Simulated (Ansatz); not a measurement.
Coupled-cluster diagnostics for H₂Au₂⁻, Ansatz.

Geometry of the doublet (PBE0-D4/def2-TZVPD):

| atom | x (Å) | y (Å) | z (Å) |
| --- | --- | --- | --- |
| Au1 | -1.029 | -0.916 | 0.174 |
| Au2 | 1.029 | 0.916 | -0.174 |
| H3 | 2.227 | 1.986 | -0.376 |
| H4 | -2.226 | -1.987 | 0.376 |

In the def2 sets Au takes a core potential; there is no spin–orbit coupling. Correlated methods freeze no core orbitals; core or outer-core shells of Au are correlated, in sets that lack core-valence functions. Another isomer (doublet) lies 0.13 eV lower at PBE0-D4/def2-TZVPD; other spin states weren't run for this one.

Q: Estimate the CCSD(T) correlation energy, the shares of MP2 and (T), T1 and the reference's ⟨S²⟩ for: charge -1, doublet, own geometry in def2-TZVPD; and the rough time on 4 threads of Arm Neoverse V1 on a shared host.

A: 
```json
{"state": "charge -1, doublet, own geometry", "basis": "def2-TZVPD", "correlation (eV)": "-24.232", "MP2 share (%)": "104.2", "(T) share (%)": "3.1", "T1": "0.028", "⟨S²⟩ (pure)": "0.78 (0.75)", "wall time": "56 s"}
```
Customary marks for T1 are 0.02 (closed shells), 0.045 (open shells) and about 0.05 (3d metals). T1 exceeds 0.02 in 1 of 1 rows and 0.045 in 0; the higher it lies, the less the single-reference result can be trusted.
